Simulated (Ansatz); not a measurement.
A nudged elastic band was laid between two geometries of CH₇NSn (10 atoms, charge 0, multiplicity 1).

Computed with Ansatz 0.2.0, RKS B3LYP/def2-SVP.

```
movable images  : 5
climbing image  : yes
spring          : 5.0 eV/Å²
optimiser       : quadratic models (default)
start path      : IDPP
force threshold : 0.05 eV/Å
iteration limit : 60
end points      : relaxed
```

First end point:

```xyz
10
Properties=species:S:1:pos:R:3
C -1.332 0.725 -0.605
Sn 0.162 -0.765 -0.122
N 1.459 0.129 1.219
H -2.082 0.303 -1.291
H -0.860 1.594 -1.085
H -1.829 1.051 0.320
H 0.939 -1.338 -1.565
H -0.513 -2.100 0.734
H 2.005 0.881 0.793
H 2.134 -0.532 1.605
```

Last end point:

```xyz
10
Properties=species:S:1:pos:R:3
C -1.289 0.744 -0.675
Sn 0.155 -0.767 -0.110
N 1.672 0.224 0.889
H -2.095 0.294 -1.274
H -0.787 1.521 -1.269
H -1.728 1.204 0.222
H 0.918 -1.474 -1.484
H -0.606 -2.010 0.833
H 1.372 0.595 1.792
H 2.472 -0.382 1.078
```

Task: What changes between the two ends?

Result: No bond is made or broken. The height of N3 over the plane of its neighbours goes from -0.39 to 0.39 Å. The two ends are copies of one structure, up to a mirror image or an exchange of like atoms.

Task: Give the energies along the band, and the barrier.

Result: The forces met the threshold. The highest image is number 3 of 0 to 6, 0.092 eV above the ends, which have the same energy within 2 meV. A vibrational analysis at the climbing image gives 2 clearly imaginary modes (428i, 42i cm⁻¹): a point of higher order, so a lower path passes nearby.

```
image  path coordinate (Å)  energy (eV)  height of N3 over the plane of its neighbours (Å)
    0                 0.00        0.000                                              -0.39
    1                 0.34        0.005                                              -0.38
    2                 0.69        0.020                                              -0.34
    3                 1.03        0.092                                               0.00
    4                 1.37        0.020                                               0.34
    5                 1.71        0.004                                               0.38
    6                 2.05        0.000                                               0.39
```

Task: What is the geometry of the highest image?

Result: 
```xyz
10
Properties=species:S:1:pos:R:3
C -1.246 0.762 -0.634
Sn 0.121 -0.836 -0.115
N 1.578 0.013 1.017
H -2.058 0.366 -1.262
H -0.715 1.546 -1.192
H -1.682 1.196 0.278
H 0.818 -1.544 -1.532
H -0.683 -2.073 0.789
H 1.577 0.999 1.250
H 2.373 -0.480 1.405
```

Run time: 100 s on 1 thread of Arm Neoverse V2 (shared host), peak memory 0.18 GiB.
